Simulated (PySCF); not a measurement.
Computed IR spectrum (relative IR intensity) of a molecule C₃H₃N₂, multiplicity 2. Geometry: B3LYP-D3(BJ)/def2-SVP. Other conformers were not sampled. The numbers are results of PySCF with B3LYP-D3(BJ)/def2-SVP, not measurements. Harmonic, unscaled wavenumbers; measured fundamentals usually lie a few per cent lower.

```csv
ν (cm⁻¹),relative intensity
492,4.3
585,100
683,2.0
798,16
829,14
860,38
934,11
1075,40
1113,8.3
1180,12
1247,3.0
1335,2.4
1418,6.3
1450,5.6
1537,17
3646,79
```

Question: Pick the molecule that these values belong to.
A) [c]1cnc[nH]1
B) [c]1ccn[nH]1
C) C1=CN=C[N]1
D) [c]1ncc[nH]1

Answer: A, [c]1cnc[nH]1
